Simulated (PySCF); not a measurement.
# What a mistake does to a calculation on B2H6Si2

Calculated results; nothing here was measured. They come from PySCF 2.14.0, an open-source quantum chemistry program, on an isolated molecule that a program drew, which may never have been made. The molecule is B2H6Si2 (charge 0, singlet), drawn as the SMILES string `B[SiH](B)[SiH]`.

Each row is a Hartree-Fock (HF) and frozen-core CCSD(T) single point in the cc-pV(D+d)Z basis, meant for a local HF minimum. Run 1 is clean. Each other run has one planted mistake out of seven kinds, and not every kind appears here: one electron removed, one electron added, multiplicity raised by two, geometry at a saddle point, minimal basis STO-3G, one bond length entered in bohr, all coordinates scaled. The reference is restricted for singlets and unrestricted otherwise, and also for a bond in bohr. Adding or removing an electron swaps singlet and doublet. Electrons count all cores. HOMO and LUMO are orbital energies over both spins, the gradient is its largest component, and the lowest frequency (negative if imaginary) is given only where the gradient is small. Bond lengths are over the 9 bonds as drawn. T1 is the CCSD diagnostic: over 0.02 (restricted) or 0.045 (unrestricted) a single reference is doubtful.

Geometry of the clean run:
```xyz
10
B2H6Si2, angstrom
B    -1.6917    0.0217    0.0392
Si    0.3015    0.1216    0.4122
B     1.0614    1.9317   -0.1053
Si    1.3066   -1.4461   -1.1545
H    -2.4530   -0.5552    0.7659
H    -2.1334    0.5212   -0.9584
H     0.6572   -0.2861    1.7983
H     1.9164    2.4766    0.5370
H     0.6779    2.4713   -1.1060
H     0.7391   -0.7262   -2.3615
```

```
run  electrons  basis functions  <S^2>  HOMO (eV)  LUMO (eV)  gradient (hartree/bohr)  lowest frequency (cm^-1)  mean bond (Å)  longest bond (Å)      T1  HF (hartree)  CCSD(T) (hartree)                     mistake
  1         44              104  0.000      -8.41      -0.25                  2.1e-05                       106         1.5886             2.434  0.0236    -630.60704         -631.04101                    no fault
  2         44              104  2.026      -8.10      -0.42                  2.8e-02                         -         1.5886             2.434  0.0219    -630.59644         -631.00632  multiplicity raised by two
  3         43              104  0.786     -15.55      -6.43                  3.3e-02                         -         1.5886             2.434  0.0236    -630.33680         -630.73485        one electron removed
  4         44               34  0.000      -5.42       5.34                  3.4e-02                         -         1.5886             2.434  0.0156    -623.31495         -623.51003                           ?
  5         44              104  1.333      -8.39       0.04                  1.0e-02                         -         1.7357             2.812  0.0820    -630.50488         -630.92291                           ?
```

**Which mistake was planted in run 4, and what did it cost?**

It has 34 basis functions where the clean run has 104, with the same electrons and geometry. So the mistake is: minimal basis STO-3G. Subtracting run 1 and multiplying by 627.51 kcal/mol a hartree, the energy moved by 4575.9 kcal/mol in HF and 4725.8 kcal/mol in CCSD(T).

**Which mistake was planted in run 5, and what did it cost?**

The mean bond changes by a factor of 1.093 and the longest by 1.155, so the molecule wasn't scaled as a whole. A length L in bohr read as angstrom grows by (1/0.5292 - 1) L = 0.890 L. The 9 bonds together grew by 9 x 0.1471 = 1.324 Å, which gives L = 1.488 Å. That is bond Si2-H7, 1.488 Å in the clean geometry. So the mistake is: one bond length entered in bohr. Subtracting run 1 and multiplying by 627.51 kcal/mol a hartree, the energy moved by 64.1 kcal/mol in HF and 74.1 kcal/mol in CCSD(T).

Cautions from the logs. Run 1: T1 is over the limit, so its CCSD(T) energy is less reliable; run 5: T1 is over the limit, so its CCSD(T) energy is less reliable.
